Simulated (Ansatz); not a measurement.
```xyz
8

Si   -1.028    0.531    0.835
Se   -0.165   -1.463    0.100
B     1.212   -0.677   -0.985
Cl    2.299   -1.704   -1.878
H    -1.512    1.333   -0.315
H    -2.158    0.186    1.730
H     0.004    1.290    1.582
H     1.348    0.504   -1.068
```

Charge 0, multiplicity 1.

**Question.** List the ωB97M-V/def2-TZVPP orbital energies in eV (Ansatz 0.2.0). (Best estimate.)

**Answer.** Computed: Occupied: -12368.28, -2772.25, -1807.80, -1588.58, -1423.33, -1423.31, -1423.29, -262.66, -218.03, -200.13, -200.03, -199.98, -189.95, -160.93, -160.85, -160.79, -148.84, -102.99, -102.93, -102.93, -60.83, -60.82, -60.75, -60.69, -60.69, -26.41, -22.83, -17.97, -16.62, -14.18, -13.35, -12.89, -12.47, -12.28, -11.14, -10.66, -9.75. Lowest empty: 0.37, 1.42, 2.20, 2.69, 2.92, 3.11, 3.86, 4.01.
